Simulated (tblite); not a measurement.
Task: What does the GFN2-xTB structure of `C=CC[SiH2]O/C=C/F` look like in three dimensions?

Result: 
```xyz
17
C5H9FOSi angstrom
C     -3.049    0.939    0.162
C     -1.917    0.537    0.711
C     -1.401   -0.859    0.651
Si     0.071   -1.010   -0.542
O      1.240   -0.173    0.240
C      2.520    0.041   -0.100
C      3.326    0.771    0.656
F      4.608    0.965    0.296
H     -3.698    0.253   -0.359
H     -3.380    1.963    0.214
H     -1.281    1.244    1.227
H     -1.094   -1.178    1.649
H     -2.189   -1.531    0.316
H     -0.198   -0.398   -1.846
H      0.492   -2.402   -0.723
H      2.876   -0.408   -1.018
H      3.066    1.258    1.582
```

Orientation and origin are arbitrary. Atoms count from 1 in this order. The 3 C–C bonds span 1.321 Å (C1=C2, drawn double) to 1.490 Å (C2–C3, drawn single), a spread of 0.169 Å. Of the pairs four or more bonds apart, H9···H13 is among the closest relative to their van der Waals radii: 2.43 Å, 101 % of the sum of Bondi's values. Si4 (oxygen-bound silicon) is distorted tetrahedral (angles from 102.3° to 112.6°).

Bonds between heavy atoms (Å): C1=C2 1.321, C2–C3 1.490, C3–Si4 1.901, Si4–O5 1.637, O5–C6 1.341, C6=C7 1.324, C7–F8 1.345.

The geometry is computed with GFN2-xTB (gas phase).

Point group: C1 (no symmetry element, even within 0.4 Å). Its GFN2-xTB frequencies are all real (lowest 27 cm⁻¹). One conformer, not necessarily the lowest (C1–C2–C3–Si4 107°, C2–C3–Si4–O5 69°, C3–Si4–O5–C6 178°, Si4–O5–C6–C7 179°). 3 starts were optimised and ended at 0.00, 0.45 and 0.93 kcal/mol (GFN2-xTB); the lowest of these is shown.
